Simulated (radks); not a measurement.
Results of a calculation; reference values are marked as such.
Fe, configuration [Ar] 3d6 4s2 (the NIST ground configuration).

Level of theory: Dirac Kohn-Sham, BLYP, spin-unpolarised, spherical densities, finite nucleus; open shells fill j = l - 1/2 first; Fermi nuclear charge, rms radius 3.7377 fm (a radial shooting solver on a logarithmic mesh with Libxc functionals).

Energy parts (eV):
total: -34634.773
kinetic: 35118.517
electron-nucleus: -82883.166
Hartree: 14651.270
exchange-correlation: -1521.394

Orbitals (lengths in bohr, moments of r in powers of bohr):
[
 {"orbital": "1s1/2", "occ.": "2", "eigenvalue (eV)": "-6999.555", "<1/r>": "25.98"},
 {"orbital": "2s1/2", "occ.": "2", "eigenvalue (eV)": "-819.4477", "<1/r>": "5.579"},
 {"orbital": "2p1/2", "occ.": "2", "eigenvalue (eV)": "-706.7719", "<1/r>": "5.527"},
 {"orbital": "2p3/2", "occ.": "4", "eigenvalue (eV)": "-694.2778", "<1/r>": "5.428"},
 {"orbital": "3s1/2", "occ.": "2", "eigenvalue (eV)": "-93.6660", "<1/r>": "1.752"},
 {"orbital": "3p1/2", "occ.": "2", "eigenvalue (eV)": "-60.8237", "<1/r>": "1.623"},
 {"orbital": "3p3/2", "occ.": "4", "eigenvalue (eV)": "-59.2747", "<1/r>": "1.600"},
 {"orbital": "3d3/2", "occ.": "4", "eigenvalue (eV)": "-7.4632", "<1/r>": "1.209"},
 {"orbital": "3d5/2", "occ.": "2", "eigenvalue (eV)": "-7.3110", "<1/r>": "1.203"},
 {"orbital": "4s1/2", "occ.": "2", "eigenvalue (eV)": "-5.2191", "<1/r>": "0.4374"}
]

The highest occupied level is 4s1/2 at -5.219 eV. Summed over all electrons, <r^2> = 38.80 bohr^2, which gives a Langevin (diamagnetic) susceptibility term of -30.7 x 10^-6 cm^3/mol. The electron density at the nucleus is 1.511e+04 e/bohr^3.
